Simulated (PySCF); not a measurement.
Atomic charges against the basis set

Species: CH7ClSi2.
Cartesian coordinates in Å at the PBE0-D3(BJ)/def2-SVP level; atoms count from 1:
```xyz
11
CH7ClSi2 angstrom
C     -3.0044   -0.3883   -0.2957
Si    -1.8367    1.0737   -0.2949
Si     0.3898    0.4471    0.0770
Cl    -1.8759    1.9673   -2.1820
H     -3.0024   -0.8771    0.6917
H     -2.6988   -1.1270   -1.0517
H     -4.0315   -0.0636   -0.5218
H     -2.2851    2.1004    0.6934
H      0.5367   -0.2148    1.4120
H      0.7998   -0.5220   -0.9858
H      1.2861    1.6410    0.0238
```

PBE0 throughout (PySCF), one geometry, spherical d and f functions. Isolated species at its PBE0-D3(BJ)/def2-SVP geometry, gas phase. Atoms taken as equivalent share a column and are averaged.

Mulliken charges (e):

```json
{"basis": "STO-3G", "functions": "39", "C1": "-0.395", "Si2": "+0.569", "Si3": "+0.357", "Cl4": "-0.368", "H5/H6/H7": "+0.084", "H8": "-0.099", "H9/H10/H11": "-0.105"}
{"basis": "6-31G", "functions": "62", "C1": "-0.813", "Si2": "+0.530", "Si3": "+0.274", "Cl4": "-0.316", "H5/H6/H7": "+0.213", "H8": "-0.081", "H9/H10/H11": "-0.078"}
{"basis": "pcSseg-0", "functions": "62", "C1": "-1.155", "Si2": "+0.645", "Si3": "+0.072", "Cl4": "-0.378", "H5/H6/H7": "+0.277", "H8": "+0.007", "H9/H10/H11": "-0.007"}
{"basis": "6-31G*", "functions": "82", "C1": "-0.761", "Si2": "+0.450", "Si3": "+0.132", "Cl4": "-0.284", "H5/H6/H7": "+0.213", "H8": "-0.048", "H9/H10/H11": "-0.042"}
{"basis": "cc-pVDZ", "functions": "103", "C1": "-0.261", "Si2": "+0.293", "Si3": "+0.086", "Cl4": "-0.252", "H5/H6/H7": "+0.079", "H8": "-0.027", "H9/H10/H11": "-0.025"}
{"basis": "def2-SVP", "functions": "103", "C1": "-0.350", "Si2": "+0.407", "Si3": "+0.153", "Cl4": "-0.285", "H5/H6/H7": "+0.089", "H8": "-0.051", "H9/H10/H11": "-0.047"}
{"basis": "aug-cc-pVDZ", "functions": "167", "C1": "+0.398", "Si2": "+0.553", "Si3": "-0.920", "Cl4": "-0.485", "H5/H6/H7": "-0.231", "H8": "+0.318", "H9/H10/H11": "+0.276"}
{"basis": "6-311+G(2d,p)", "functions": "174", "C1": "-0.607", "Si2": "+0.305", "Si3": "+0.157", "Cl4": "-0.196", "H5/H6/H7": "+0.169", "H8": "-0.046", "H9/H10/H11": "-0.040"}
{"basis": "def2-TZVP", "functions": "184", "C1": "-0.487", "Si2": "+0.328", "Si3": "+0.010", "Cl4": "-0.265", "H5/H6/H7": "+0.150", "H8": "-0.015", "H9/H10/H11": "-0.007"}
{"basis": "cc-pVTZ", "functions": "230", "C1": "-0.384", "Si2": "+0.308", "Si3": "+0.054", "Cl4": "-0.254", "H5/H6/H7": "+0.116", "H8": "-0.030", "H9/H10/H11": "-0.014"}
{"basis": "IGLO-III", "functions": "237", "C1": "-0.632", "Si2": "+0.706", "Si3": "+0.493", "Cl4": "-0.405", "H5/H6/H7": "+0.153", "H8": "-0.171", "H9/H10/H11": "-0.150"}
```

IAO charges (e):

```csv
basis,functions,C1,Si2,Si3,Cl4,H5/H6/H7,H8,H9/H10/H11
STO-3G,39,-0.641,+0.581,+0.393,-0.312,+0.140,-0.097,-0.115
6-31G,62,-0.704,+0.566,+0.150,-0.311,+0.173,-0.069,-0.050
pcSseg-0,62,-0.705,+0.550,+0.099,-0.293,+0.172,-0.062,-0.035
6-31G*,82,-0.709,+0.666,+0.248,-0.332,+0.164,-0.107,-0.086
cc-pVDZ,103,-0.707,+0.670,+0.245,-0.329,+0.163,-0.108,-0.086
def2-SVP,103,-0.701,+0.674,+0.254,-0.321,+0.160,-0.115,-0.090
aug-cc-pVDZ,167,-0.719,+0.675,+0.247,-0.336,+0.166,-0.108,-0.086
"6-311+G(2d,p)",174,-0.730,+0.692,+0.270,-0.337,+0.167,-0.115,-0.094
def2-TZVP,184,-0.734,+0.703,+0.273,-0.338,+0.167,-0.119,-0.096
cc-pVTZ,230,-0.731,+0.695,+0.261,-0.337,+0.167,-0.115,-0.092
IGLO-III,237,-0.733,+0.696,+0.272,-0.333,+0.167,-0.117,-0.095
```

Some averages cover members that differ in this geometry, most widely: H5/H6/H7, Mulliken in aug-cc-pVDZ -0.277 to -0.195; H9/H10/H11, Mulliken in aug-cc-pVDZ +0.257 to +0.290 e.

Task: Which scheme is steadiest as the basis changes?

Result: Largest range over the bases for any column: IAO 0.29 e, Mulliken 1.55 e. IAO charges move least and Mulliken charges most, counted in e. Without the minimal STO-3G basis the ranges are IAO 0.17, Mulliken 1.55 e.

Task: How much do the charges still move between the two largest bases, cc-pVTZ and IGLO-III?

Result: At most, over all atoms: Mulliken 0.439 e, IAO 0.011 e.

Task: What do the same runs give for the total energy, the frontier levels and the dipole moment?

Result: 
| basis | energy (Eh) | HOMO (eV) | LUMO (eV) | μ (D) |
| --- | --- | --- | --- | --- |
| STO-3G | -1068.9681 | -5.80 | 4.43 | 2.99 |
| 6-31G | -1080.9611 | -8.06 | -0.10 | 2.86 |
| pcSseg-0 | -1079.7831 | -8.29 | -0.33 | 2.62 |
| 6-31G* | -1081.0468 | -7.93 | -0.08 | 2.27 |
| cc-pVDZ | -1081.1062 | -7.90 | -0.02 | 2.00 |
| def2-SVP | -1080.7489 | -7.91 | 0.00 | 1.86 |
| aug-cc-pVDZ | -1081.1144 | -7.97 | -0.36 | 1.96 |
| 6-311+G(2d,p) | -1081.1509 | -7.99 | -0.38 | 1.94 |
| def2-TZVP | -1081.1562 | -7.96 | -0.23 | 1.84 |
| cc-pVTZ | -1081.1674 | -7.96 | -0.20 | 1.89 |
| IGLO-III | -1081.1514 | -7.93 | -0.17 | 1.71 |

The dipole is fixed by the density alone, so its range of 1.28 D shows that the density itself changes with the basis, not only its division among atoms.
